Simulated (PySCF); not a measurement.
Species: C₇H₇O (doublet state).
Cartesian coordinates in Å at the GFN2-xTB level; atoms count from 1:
```xyz
15
C7H7O angstrom
C      2.583   -0.679    0.398
C      1.662   -0.437   -0.528
C      0.289   -0.076   -0.245
C     -0.663    0.173   -1.162
C     -1.978    0.519   -0.532
C     -1.674    0.442    0.907
C     -0.303    0.082    1.117
O      0.251   -0.062    2.205
H      2.349   -0.617    1.447
H      3.592   -0.944    0.134
H      1.907   -0.501   -1.582
H     -0.537    0.138   -2.231
H     -2.774   -0.176   -0.822
H     -2.329    1.516   -0.825
H     -2.380    0.629    1.696
```

The hyperfine couplings belong to this conformer and change with its torsions.

Identity: `C=CC1=CC[CH]C1=O` [radical].

Computed with UKS B3LYP, pcH-1 on C H O, non-relativistic, mean-field spin-orbit, GIAO (PySCF). The structure is a single GFN2-xTB conformer in the gas phase; no vibrational or solvent corrections. The geometry wasn't refined by DFT: couplings that depend on bond lengths, twists or pyramidal angles can differ widely from those at the functional's own minimum. The SCF solution wasn't tested for stability.

(1) Break the g tensor into its mass correction, gauge correction and orbital-Zeeman/spin–orbit terms.

(2) What effective moment and Curie constant follow for a powder?

(3) Average each term over the three axes. Which is largest in size?

(4) In a frozen sample, at which fields do the three g values resonate at 9.5, 34, 94 and 263 GHz (hyperfine left aside), and which band first spreads them over more than twice a line width of 0.3 mT?

Results:

(1) 
```tsv
Δg (ppt)	1	2	3
relativistic mass correction	-0.19	-0.19	-0.19
gauge correction	-0.01	0.03	0.03
orbital Zeeman/spin–orbit	0.00	1.80	5.54
total	-0.20	1.65	5.39
```

So g = 2.00212, 2.00397, 2.00771 and g_iso = 2.00460; the tensor is rhombic: the two nearest values differ by 33 % of g3 − g1. Axes: g2 points within 9° of the C6–H15 bond and g3 points within 11° of the C7–O8 bond.

(2) With the mean of g² = 4.0184 and S(S+1) = 0.75: μ_eff = √(⟨g²⟩S(S+1)) = 1.736 μB and χT = 0.12505·⟨g²⟩·S(S+1) = 0.377 cm³ K/mol (cgs; spin-Hamiltonian part alone).

(3) The orbital-Zeeman/spin–orbit term 2.45, the mass correction -0.19 and the gauge correction 0.02 ppt, for a total of 2.28 ppt. The orbital-Zeeman/spin–orbit term is the largest in size. The mass correction is the same along every axis, so the anisotropy comes from the other two: their spans along these axes are 0.04 (gauge) and 5.55 ppt (orbital Zeeman/spin–orbit).

(4) 
```json
{"band": "X", "GHz": "9.5", "B(g3) mT": "338.07", "B(g2) mT": "338.70", "B(g1) mT": "339.02", "spread mT": "0.94"}
{"band": "Q", "GHz": "34.0", "B(g3) mT": "1209.95", "B(g2) mT": "1212.21", "B(g1) mT": "1213.32", "spread mT": "3.38"}
{"band": "W", "GHz": "94.0", "B(g3) mT": "3345.15", "B(g2) mT": "3351.40", "B(g1) mT": "3354.49", "spread mT": "9.34"}
{"band": "J", "GHz": "263.0", "B(g3) mT": "9359.29", "B(g2) mT": "9376.78", "B(g1) mT": "9385.42", "spread mT": "26.13"}
```

The spread grows in proportion to the frequency. X band is the first where it exceeds 0.6 mT.

The Mulliken spin populations are largest on C6 (+0.83), O8 (+0.28), C7 (-0.10) and C4 (+0.07). The angles at C6 add up to 360.0°, so it is planar; its axial dipolar tensor and the negative coupling of its proton fit spin in a p orbital normal to that plane.

The HOMO–LUMO gaps are 5.10 eV among the α and 3.16 eV among the β orbitals.

Hardware: AMD EPYC, one thread, shared host. Cost: 2.4 min of wall time (with the writing of density and orbital grids), 0.97 GiB resident at most.
